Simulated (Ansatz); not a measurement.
The same path of C₃H₉AlBCl (15 atoms, charge 0, multiplicity 1) was run twice with different band settings. The coordinate that changes most is the dihedral Cl6–C3–C4–H11.

Level of theory: Ansatz, RKS B3LYP-D4/STO-3G.

Relaxed end points:

```xyz
15
Properties=species:S:1:pos:R:3
B -0.409 -2.365 1.544
Al -0.922 -0.445 1.176
C 0.043 0.495 -0.217
C 1.129 -0.181 -1.091
C -0.477 1.808 -0.853
Cl 0.942 1.013 1.498
H -0.923 -3.269 0.995
H 0.419 -2.680 2.318
H -2.122 0.275 1.714
H 0.638 -0.573 -1.998
H 1.913 0.527 -1.407
H 1.605 -1.024 -0.567
H -1.145 2.351 -0.167
H -1.055 1.539 -1.755
H 0.342 2.478 -1.161
```

```xyz
15
Properties=species:S:1:pos:R:3
B -0.314 -2.324 1.623
Al -0.889 -0.432 1.208
C 0.023 0.489 -0.233
C 1.110 -0.187 -1.106
C -0.542 1.767 -0.898
Cl 0.944 1.085 1.444
H -0.809 -3.259 1.108
H 0.538 -2.592 2.388
H -2.095 0.275 1.747
H 1.871 0.529 -1.458
H 1.615 -1.002 -0.565
H 0.612 -0.619 -1.992
H -1.210 2.315 -0.216
H -1.130 1.458 -1.780
H 0.254 2.448 -1.242
```

Common settings: spring 5.0 eV/Å²; optimiser quadratic models (default); start path through a guess of the saddle point; force threshold 0.05 eV/Å; iteration limit 60; end points relaxed.

| run | movable images | climbing image |
| --- | --- | --- |
| 1 | 5 | yes |
| 2 | 2 | no |

Task: What does each run give, and how far can it be trusted?

Result: Run 1: converged after 23 iterations, highest image 0.483 eV above the first end. A vibrational analysis at the climbing image gives one clearly imaginary mode, 242i cm⁻¹, and a faint second one (37i cm⁻¹) that may be numerical noise or a soft torsion: probably a first-order saddle point.
Run 2: converged after 20 iterations, highest image 0.102 eV above the first end. No image climbed, so the highest image needn't sit at the top of the path. A band with more images between the same ends climbed to 0.48 eV, so this one has probably stepped over the top. So few images can step over the top or miss a turn of the path.
Limits of this set-up: minimal basis.
